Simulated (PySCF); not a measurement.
Molecule: SMILES O(CCB)[SiH3] (C2H9BOSi). Atoms near the plane z = 0.0 Å, at the GFN2-xTB optimised geometry (x, y, z in Å): B1 (1.4, -1.3, 0.0), C2 (-0.2, -1.3, 0.0), C3 (-0.9, 0.0, 0.0), H6 (1.9, -2.2, 0.5), H7 (1.9, -0.6, -0.7), H8 (-0.5, -1.9, -0.9), H9 (-0.6, -1.9, 0.8), H10 (-1.9, 0.0, -0.1), H11 (-0.5, 0.6, -0.8).

Computed with CAM-B3LYP/def2-TZVP run with PySCF. Cells within 0.4 Å of a nucleus heavier than hydrogen are left out (blank, or x). The values are rescaled to run from 0 to 1.

```
|66666666666666666666666666666|
|66666666666666666666666666666|
|66666666666666666666666666666|
|66666666666666666666666666666|
|66666666666666666666666666666|
|66666666666666666666666666666|
|66666666666666666666666666666|
|66666666666666666666666666666|
|66666666666666666666666666666|
|66666666666666666666666666666|
|66666666666666666666666666666|
|66666666666777666666666666666|
|66666666667767666666666666666|
|66666666654xx6766666666666666|
|66666666022xx6766666666666666|
|66666666554x45766666666666666|
|66666666667634666666666666666|
|6666666666664x6556x9566666666|
|6666666666678xx24xxx666666666|
|6666666666675xx458xx566666666|
|66666666666666766665566666666|
|66666666666667666666666666666|
|66666666666666666666666666666|
|66666666666666666666666666666|
|66666666666666666666666666666|
|66666666666666666666666666666|
|66666666666666666666666666666|
|66666666666666666666666666666|
|66666666666666666666666666666|
```
Scale: ten equal steps from 0.000 (start of '0') to 1.00 (end of '9'), in the order '0123456789'; x runs from -4.50 to 4.50, y from -4.50 (bottom) to 4.50 (top).

Q: Which quantity is mapped?
(A) electrostatic potential
(B) electron localisation function
(C) Laplacian of the electron density
(D) an orbital amplitude

A: C, Laplacian of the electron density. In full: Laplacian of the electron density (e/bohr⁵), clipped to [-1.50, 1.50].
